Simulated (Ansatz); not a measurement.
Born–Oppenheimer molecular dynamics of H8OSi3 (12 atoms, charge 0, multiplicity 1). It starts from a relaxed structure.

Method: RKS B3LYP-D4/6-31G* in Ansatz 0.2.0.

```json
{"ensemble": "NVT, Langevin thermostat", "time step": "0.5 fs", "steps asked": "100", "set temperature": "700 K", "friction": "0.01 /fs", "seed": "344292"}
```

First frame:

```xyz
12
Properties=species:S:1:pos:R:3
Si 0.077 -0.043 -0.053
O -0.234 -0.416 1.534
Si -1.429 -0.529 2.669
H -2.373 -1.630 2.334
H -0.802 -0.802 3.985
H -2.199 0.743 2.744
H 1.549 0.114 -0.202
Si -1.022 1.923 -0.727
H -2.499 1.785 -0.590
H -0.588 3.099 0.077
H -0.710 2.191 -2.160
H -0.356 -1.168 -0.933
```

(1) How far do the bonds stretch over the last three quarters of this one trajectory? (Pairs bonded in most of those frames.)

## Answers

(1) 
| bond | mean (Å) | spread (Å) | shortest | longest |
| --- | --- | --- | --- | --- |
| Si1–O2 | 1.695 | 0.068 | 1.56 | 1.77 |
| Si1–H7 | 1.501 | 0.059 | 1.40 | 1.60 |
| Si1–Si8 | 2.368 | 0.015 | 2.34 | 2.39 |
| Si1–H12 | 1.491 | 0.018 | 1.46 | 1.52 |
| O2–Si3 | 1.660 | 0.042 | 1.58 | 1.72 |
| Si3–H4 | 1.484 | 0.031 | 1.44 | 1.54 |
| Si3–H5 | 1.500 | 0.076 | 1.38 | 1.62 |
| Si3–H6 | 1.499 | 0.021 | 1.46 | 1.53 |
| Si8–H9 | 1.491 | 0.038 | 1.43 | 1.56 |
| Si8–H10 | 1.495 | 0.054 | 1.41 | 1.58 |
| Si8–H11 | 1.495 | 0.015 | 1.47 | 1.52 |

Mean temperature of the second half: 442 K. The mean temperature of the second half is 37 % below the set value. A run of 0.05 ps of so small a system gives no equilibrium averages.

Run time: 8.1 min on 1 thread of Arm Neoverse V2 (shared host), peak memory 0.18 GiB.
